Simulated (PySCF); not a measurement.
Worked example: refractive index and permittivity of the vapour

SbBr2, SMILES [Br][Sb][Br], multiplicity 2.

The structure is a stationary point at r2SCAN-D4/def2-SVP. The spin state was assumed, not searched. The isomer is the one that the SMILES or the coordinates give; other isomers of the formula were not compared. The def2 effective core potentials stand for the cores of Sb; spin–orbit coupling is left out.

PBE/def2-TZVPD (PySCF) gives a mean static polarisability of 93.2 bohr³ and a dipole moment of 2.12 D. Take an ideal gas at 298.15 K and 0.1 bar, whether or not the substance is that volatile.

### Question
Work out n − 1 in the optical limit and the static ε − 1.

### Answer

Polarisability volume α' = 93.2 × 0.148185 = 13.81 Å³. Number density N = p/kT = 2.43e-6 Å⁻³.
Dilute limit of Lorentz–Lorenz: n − 1 = 2π N α' = 0.00021.
Orientation term of Debye: μ²/(3kT) = 8.098 Å³ × μ²(D²) = 36.39 Å³.
ε − 1 = 4π N (α' + μ²/3kT) = 0.0015. Orientation of the dipole supplies 72 % of the static response; it can't follow optical fields. Vibrational polarisation and dispersion are left out.
